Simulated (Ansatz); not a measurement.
B₂Cl₂H₄O₂ (`Cl[B@H-]1[OH+][B@H-](Cl)[OH+]1`) from Hartree–Fock to CCSD(T)

```json
{"atom": "Cl1", "x (Å)": "-1.388", "y (Å)": "0.219", "z (Å)": "-1.947"}
{"atom": "B2", "x (Å)": "-0.904", "y (Å)": "-0.533", "z (Å)": "-0.367"}
{"atom": "O3", "x (Å)": "0.598", "y (Å)": "-0.871", "z (Å)": "-0.343"}
{"atom": "B4", "x (Å)": "0.869", "y (Å)": "0.348", "z (Å)": "0.572"}
{"atom": "Cl5", "x (Å)": "1.639", "y (Å)": "-0.122", "z (Å)": "2.116"}
{"atom": "O6", "x (Å)": "-0.661", "y (Å)": "0.537", "z (Å)": "0.713"}
{"atom": "H7", "x (Å)": "-1.598", "y (Å)": "-1.427", "z (Å)": "-0.002"}
{"atom": "H8", "x (Å)": "1.025", "y (Å)": "-0.819", "z (Å)": "-1.205"}
{"atom": "H9", "x (Å)": "1.394", "y (Å)": "1.253", "z (Å)": "-0.009"}
{"atom": "H10", "x (Å)": "-0.972", "y (Å)": "1.416", "z (Å)": "0.471"}
```

Charge 0, multiplicity 1. Geometry: relaxed with PBE0-D4/def2-TZVP. Frozen core, restricted reference, the Gaussian-basis code of Ansatz. CBS rows extrapolate triple and quadruple zeta; past MP2 they add the triple-zeta difference.

```csv
basis,HF (Eh),MP2 corr.,CCSD corr.,(T),CCSD(T) total
def2-SVP,?,?,-0.87556,-0.02111,?
def2-TZVPP,?,-1.08285,?,-0.04499,?
def2-QZVPP,-1120.74565,-1.17463,–,–,–
CBS(def2),-1120.75036,-1.24261,-1.28929,as TZ,-1122.08464
```

Q: Fill in the withheld values. (An estimate is asked.)

A: The calculation gave: def2-SVP HF (Eh): -1120.16030; def2-SVP MP2 corr.: -0.82793; def2-SVP CCSD(T) total: -1121.05697; def2-TZVPP HF (Eh): -1120.71148; def2-TZVPP CCSD corr.: -1.12953; def2-TZVPP CCSD(T) total: -1121.88600.
